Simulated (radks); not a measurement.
Values are calculated unless marked as measured or tabulated.
Problem. Ce10+, 48 electrons, occupied as [Kr] 4d10 5s2. Code: a radial shooting solver on a logarithmic mesh with Libxc functionals. Model: Dirac Kohn-Sham, relativistic LDA (MacDonald-Vosko exchange, VWN5 correlation), spin-unpolarised, spherical densities, finite nucleus; Fermi nuclear charge, rms radius 4.8771 fm. Some entries of the table are withheld. Estimate them.

orbital  occ.  eigenvalue (eV)  <r^2> (bohr^2)  r(max) (bohr)
1s1/2       2        -40139.87       0.0008272        0.01581
2s1/2       2        -6563.268         0.01309        0.08954
2p1/2       2        -6213.529        0.009580        0.06814
2p3/2       4        -5771.495         0.01084        0.07338
3s1/2       2        -1534.513             (1)            (2)
3p1/2       2        -1384.901         0.08386         0.2421
3p3/2       4        -1297.928         0.09137         0.2535
3d3/2       4              (3)             (4)         0.2033
3d5/2       6              (5)             (6)         0.2065
4s1/2       2        -428.3232          0.4527         0.5923
4p1/2       2        -372.1961             (7)         0.6004
4p3/2       4        -352.8823             (8)         0.6244
4d3/2       4        -259.6698          0.5964         0.6412
4d5/2       6        -256.1702          0.6104         0.6489
5s1/2       2        -168.5719           1.971          1.276

Solution. 
(1) 3s1/2 <r^2> (bohr^2): 0.08915
(2) 3s1/2 r(max) (bohr): 0.2557
(3) 3d3/2 eigenvalue (eV): -1033.943
(4) 3d3/2 <r^2> (bohr^2): 0.07465
(5) 3d5/2 eigenvalue (eV): -1015.165
(6) 3d5/2 <r^2> (bohr^2): 0.07678
(7) 4p1/2 <r^2> (bohr^2): 0.4796
(8) 4p3/2 <r^2> (bohr^2): 0.5183
